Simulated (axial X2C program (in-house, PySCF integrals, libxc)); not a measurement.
**HTaF: properties at the nuclei**

Computed with an axial X2C code built on PySCF integrals: two-component X2C with atomic mean-field Coulomb and Gaunt terms, Gaussian nuclei, basis H dyall-v3z, Ta dyall-v3z, F dyall-av3z with contracted cores.

H–Ta–F held linear, with bonds 1.871 and 1.879 Å (near the PBE0 minimum at charge 0 of the determinant lowest at the starting distance; the state shown can have its own minimum elsewhere, held linear; other orders of the atoms were not compared).

Determinant lowest in the PBE0 search, Ω = 3/2 (⟨Sz⟩ = 1.49, ⟨Lz⟩ = 0.01 at PBE0), spin on the atoms H 0.01, Ta 1.48, F 0.00:

```csv
level,Eeff magnitude (GV/cm),Ws magnitude Ta (kHz),A∥/gI H (MHz),qzz H (a.u.),A∥/gI Ta (MHz),qzz Ta (a.u.),A∥/gI F (MHz),qzz F (a.u.),μ (D)
PBE0,18.3,11.3,3.92,0.08,2930,-7.98,6.4,-0.16,0.11
HF,17.1,10.5,2.39,0.08,2800,-9.98,-2.61,-0.08,-0.19
LDA,20.6,12.7,4.9,0.07,2900,-7.02,9.04,-0.25,0.23
```

Determinant 0.46 eV from it at PBE0 and this distance, Ω = 3/2 (⟨Sz⟩ = -0.55, ⟨Lz⟩ = 2.05 at PBE0), spin on the atoms H 0.00, Ta -0.55, F 0.00:

| level | Eeff magnitude (GV/cm) | Ws magnitude Ta (kHz) | A∥/gI H (MHz) | qzz H (a.u.) | A∥/gI Ta (MHz) | qzz Ta (a.u.) | A∥/gI F (MHz) | qzz F (a.u.) | μ (D) |
| --- | --- | --- | --- | --- | --- | --- | --- | --- | --- |
| PBE0 | 3.51 | 2.09 | 1.76 | 0.07 | 653 | -12.86 | 1.96 | -0.19 | -0.06 |
| HF | 7.13 | 2.86 | 4.17 | 0.08 | -1900 | -14.81 | 32.4 | 0.03 | 0.44 |
| LDA | 2.18 | 1.19 | 1.79 | 0.06 | 760 | -11.80 | 2.56 | -0.32 | 0.11 |

Eeff is the effective electric field on the electron electric dipole moment in this Ω state and Ws the scalar–pseudoscalar constant of the nucleus named (defined with the proton number Z and per Ω); A∥ (defined per Ω) follows by multiplying with gI = μI/(I μN); qzz is the electric field gradient, eQq0 = 234.96 MHz × Q/barn × qzz; μ is positive if the F end (last atom) is positive. The operators were transformed with the bare-nucleus X2C matrices; with these basis sets, hyperfine constants and field gradients can be off by tens of per cent, and where levels differ in sign neither size nor sign is settled.

(1) With gI(181Ta) = 0.6773, Q(181Ta) = 3.17 barn (g factors from the IAEA table of nuclear moments by Stone; Q from Pyykkö, Mol. Phys. 2018), turn the PBE0 values of the first state into constants in MHz.

The molecule was held linear; bending was not examined, so a bent shape may lie lower.

Each state is one determinant with collinear spin, which with several unpaired electrons need not be a pure state. Unrestricted Hartree–Fock can overshoot spin polarisation at the nuclei. In the state Ω = 3/2 the sign of Eeff differs between levels (HF against PBE0). This is the top spin component of a Σ state; components of lower Ω are not single determinants and can lie lower. With several open shells hyperfine constants can be off by a factor of several. Where Eeff spreads by more than a factor of two the levels disagree and none is to be relied on. States lie within half an eV, so the first need not be the ground state. The sign of Ws at Ta differs between levels in the second state. Where a field gradient or hyperfine factor spreads by more than a factor of two over the levels, a constant derived from it is not to be relied on. PBE0 term energies can be off by some tenths of an eV.

## Answers

(1) A∥(181Ta) = 2930 × 0.6773 = 1980 MHz; eQq0(181Ta) = 234.96 × (3.17) × (-7.98) = -5940 MHz.
